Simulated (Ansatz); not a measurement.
Steps of a relaxation of BClH6O2Si2 (`[SiH3]OB(Cl)O[SiH3]`) with RKS PBE-D4/def2-SVP.

```sh
$ ansatz run in.yaml --threads 4 --pin off --events-out ev --progress --plain --max-ram 11315MiB
```

```yaml
crystal:
  periodic: [false, false, false]
  atoms:
    - {symbol: Si, position_ang: [-1.432000, -1.282800, 0.403100]}
    - {symbol: O, position_ang: [-1.676300, 0.463700, 0.549600]}
    - {symbol: B, position_ang: [-0.363600, 1.035000, 0.704500]}
    - {symbol: Cl, position_ang: [0.399800, 1.296600, 2.424000]}
    - {symbol: O, position_ang: [0.307800, 1.732700, -0.415200]}
    - {symbol: Si, position_ang: [1.505900, 0.700200, -1.041200]}
    - {symbol: H, position_ang: [-1.031700, -1.569000, -0.972800]}
    - {symbol: H, position_ang: [-0.464000, -1.739200, 1.356800]}
    - {symbol: H, position_ang: [-2.769700, -1.872500, 0.687400]}
    - {symbol: H, position_ang: [2.269100, 0.027600, 0.059900]}
    - {symbol: H, position_ang: [0.868000, -0.324400, -1.883600]}
    - {symbol: H, position_ang: [2.463800, 1.477100, -1.838400]}
basis:
  gaussian: {orbitals: def2-SVP}
hamiltonian: {xc: pbe, dispersion: d4}
relax: {f_tol: 0.03, max_steps: 200}
```

Positions (Å) and forces (eV/Å) along the path, 11 of 31 steps:

```xyz
12
step=1 energy=-33118.8820 eV
Si   -1.432   -1.283    0.403   -1.902    1.350   -0.199
O    -1.676    0.464    0.550    3.368   -0.477    0.344
B    -0.364    1.035    0.705   -0.984    2.328   -0.589
Cl    0.400    1.297    2.424   -0.810   -0.533   -1.817
O     0.308    1.733   -0.415   -1.181   -2.104    2.498
Si    1.506    0.700   -1.041    0.357    0.244    0.051
H    -1.032   -1.569   -0.973    0.247   -0.218   -0.627
H    -0.464   -1.739    1.357    0.984   -0.369    0.846
H    -2.770   -1.873    0.687   -0.115   -0.130    0.031
H     2.269    0.028    0.060   -0.048   -0.083    0.136
H     0.868   -0.324   -1.884   -0.191   -0.402   -0.345
H     2.464    1.477   -1.838    0.276    0.396   -0.328
12
step=4 energy=-33119.8183 eV
Si   -1.661   -1.351    0.517   -0.100    0.154   -0.022
O    -1.516    0.348    0.518    0.033   -0.344   -0.042
B    -0.345    1.034    0.663   -0.011    0.023   -0.108
Cl    0.362    1.184    2.296    0.031    0.092    0.150
O     0.340    1.554   -0.402    0.108   -0.213    0.011
Si    1.704    0.832   -1.113    0.011    0.169   -0.182
H    -1.302   -1.862   -0.857   -0.027    0.011    0.099
H    -0.698   -1.909    1.533   -0.075   -0.006   -0.055
H    -3.079   -1.733    0.847    0.124    0.119   -0.019
H     2.539    0.208   -0.029    0.017    0.012   -0.031
H     1.244   -0.239   -2.073    0.045    0.073    0.068
H     2.489    1.880   -1.864   -0.155   -0.090    0.131
12
step=8 energy=-33119.9827 eV
Si   -1.988   -1.496    0.678   -0.171    0.074    0.046
O    -1.349    0.048    0.443   -0.014   -0.201   -0.048
B    -0.191    0.742    0.592   -0.004    0.054    0.065
Cl    0.429    1.065    2.247    0.022   -0.049   -0.027
O     0.488    1.228   -0.479    0.199   -0.125   -0.160
Si    1.990    1.076   -1.242   -0.062    0.220    0.012
H    -1.749   -2.314   -0.572   -0.030    0.082    0.159
H    -1.317   -2.163    1.860   -0.081    0.087   -0.137
H    -3.477   -1.347    0.920    0.303   -0.028   -0.047
H     3.056    0.729   -0.224   -0.137    0.038   -0.135
H     1.885   -0.024   -2.278    0.046    0.152    0.134
H     2.301    2.402   -1.911   -0.071   -0.304    0.137
12
step=11 energy=-33120.0847 eV
Si   -2.165   -1.510    0.791    0.033    0.158   -0.082
O    -1.281   -0.155    0.289   -0.209   -0.249   -0.005
B    -0.094    0.478    0.436    0.200   -0.077    0.146
Cl    0.653    0.614    2.076   -0.058   -0.027   -0.130
O     0.545    1.001   -0.639    0.277    0.054   -0.184
Si    2.105    1.258   -1.264   -0.229   -0.088    0.039
H    -2.043   -2.568   -0.286   -0.008    0.142    0.169
H    -1.644   -2.040    2.103   -0.006    0.046   -0.093
H    -3.606   -1.091    0.932    0.145   -0.024   -0.020
H     3.150    1.127   -0.177   -0.147    0.051   -0.137
H     2.334    0.205   -2.330   -0.004    0.172    0.176
H     2.126    2.628   -1.896    0.007   -0.158    0.123
12
step=12 energy=-33120.1133 eV
Si   -2.217   -1.494    0.822    0.171    0.008   -0.080
O    -1.268   -0.222    0.229   -0.106   -0.247    0.007
B    -0.051    0.359    0.369   -0.008    0.172    0.199
Cl    0.723    0.449    2.003   -0.053   -0.093   -0.201
O     0.558    0.928   -0.702    0.303   -0.004   -0.142
Si    2.115    1.311   -1.266   -0.048   -0.195    0.061
H    -2.120   -2.634   -0.174   -0.080    0.205    0.156
H    -1.707   -1.970    2.159   -0.041    0.074   -0.073
H    -3.635   -0.997    0.939    0.142   -0.043   -0.040
H     3.137    1.240   -0.150   -0.179    0.054   -0.126
H     2.475    0.285   -2.324   -0.078    0.212    0.159
H     2.067    2.691   -1.871   -0.024   -0.143    0.080
12
step=14 energy=-33120.1705 eV
Si   -2.248   -1.463    0.864    0.029    0.027   -0.023
O    -1.227   -0.359    0.094   -0.016   -0.031   -0.003
B    -0.003    0.201    0.259   -0.094    0.002   -0.197
Cl    0.814    0.134    1.850    0.104   -0.025    0.186
O     0.597    0.812   -0.794    0.026    0.000   -0.017
Si    2.126    1.372   -1.244   -0.037   -0.018    0.009
H    -2.281   -2.703    0.019   -0.013   -0.004    0.020
H    -1.752   -1.790    2.243    0.004    0.008    0.005
H    -3.613   -0.850    0.927   -0.007    0.010    0.003
H     3.060    1.408   -0.068   -0.004    0.003    0.006
H     2.653    0.440   -2.296    0.013    0.013    0.010
H     1.951    2.744   -1.820   -0.004    0.015    0.001
12
step=15 energy=-33120.1814 eV
Si   -2.261   -1.450    0.877    0.002   -0.007    0.028
O    -1.207   -0.422    0.048   -0.005   -0.007   -0.016
B     0.019    0.132    0.211    0.012   -0.004    0.009
Cl    0.853    0.035    1.806   -0.005   -0.011   -0.019
O     0.614    0.759   -0.833   -0.004   -0.005   -0.015
Si    2.126    1.396   -1.237    0.019    0.006    0.017
H    -2.353   -2.727    0.094   -0.005   -0.001    0.005
H    -1.762   -1.729    2.265   -0.006    0.007   -0.007
H    -3.603   -0.783    0.924    0.004    0.009   -0.002
H     3.023    1.461   -0.035   -0.006    0.007   -0.005
H     2.727    0.506   -2.285    0.004    0.004    0.002
H     1.900    2.767   -1.801   -0.008    0.002    0.004
12
step=18 energy=-33120.1898 eV
Si   -2.280   -1.419    0.898   -0.001    0.000   -0.001
O    -1.182   -0.499   -0.002   -0.002   -0.001    0.003
B     0.063    0.016    0.146   -0.006   -0.001   -0.008
Cl    0.952   -0.196    1.700    0.008   -0.008    0.001
O     0.636    0.692   -0.880    0.006    0.004   -0.003
Si    2.116    1.437   -1.220   -0.001   -0.002    0.000
H    -2.439   -2.742    0.208    0.001    0.001    0.002
H    -1.792   -1.619    2.303   -0.003    0.002    0.002
H    -3.585   -0.681    0.896   -0.001    0.000   -0.001
H     2.945    1.583    0.022    0.000    0.007    0.001
H     2.836    0.592   -2.231   -0.001    0.001    0.004
H     1.807    2.782   -1.805   -0.001   -0.002   -0.001
12
step=26 energy=-33120.2242 eV
Si   -2.278   -1.355    0.943   -0.006   -0.025   -0.010
O    -1.284   -0.306    0.058    0.082   -0.008    0.019
B     0.041   -0.016    0.051    0.032    0.051    0.065
Cl    1.159   -0.821    1.236   -0.125    0.059   -0.173
O     0.533    0.892   -0.831   -0.021   -0.081    0.064
Si    2.088    1.485   -1.157    0.034   -0.011   -0.020
H    -2.220   -2.724    0.325    0.005    0.028    0.022
H    -1.850   -1.412    2.381   -0.007    0.009   -0.007
H    -3.667   -0.800    0.834    0.029   -0.019   -0.001
H     2.800    1.838    0.117   -0.012    0.007   -0.015
H     2.867    0.452   -1.924   -0.022    0.031    0.033
H     1.889    2.711   -1.999    0.011   -0.043    0.022
12
step=30 energy=-33120.2467 eV
Si   -2.243   -1.324    0.979    0.018   -0.002   -0.033
O    -1.357   -0.172    0.095   -0.019   -0.034    0.025
B    -0.022    0.023   -0.031    0.029   -0.013    0.050
Cl    1.130   -1.066    0.858   -0.065    0.050   -0.058
O     0.465    1.023   -0.805    0.083   -0.008    0.003
Si    2.078    1.485   -1.105   -0.041   -0.033    0.001
H    -1.999   -2.696    0.416   -0.004    0.022    0.013
H    -1.858   -1.278    2.429   -0.011    0.009   -0.008
H    -3.682   -0.944    0.808    0.026   -0.008    0.005
H     2.747    1.885    0.178   -0.008    0.017   -0.008
H     2.827    0.355   -1.749   -0.013    0.019   -0.008
H     1.992    2.655   -2.038    0.005   -0.018    0.018
12
step=31 energy=-33120.2480 eV
Si   -2.242   -1.322    0.979    0.001    0.003   -0.001
O    -1.360   -0.162    0.105    0.003    0.003   -0.001
B    -0.023    0.023   -0.024   -0.002    0.002    0.000
Cl    1.118   -1.088    0.840    0.001   -0.004   -0.001
O     0.473    1.026   -0.788   -0.002   -0.003    0.003
Si    2.079    1.484   -1.104   -0.004    0.000    0.001
H    -1.974   -2.693    0.430    0.003    0.000    0.002
H    -1.881   -1.260    2.435   -0.003    0.001    0.001
H    -3.682   -0.962    0.788    0.000   -0.002   -0.002
H     2.760    1.886    0.171    0.003    0.000   -0.001
H     2.820    0.357   -1.763    0.000    0.000   -0.001
H     1.988    2.656   -2.033    0.000    0.001    0.000
```

Run time 54 s (4 threads of an Arm Neoverse V2 on a shared host); peak host memory 0.18 GiB.
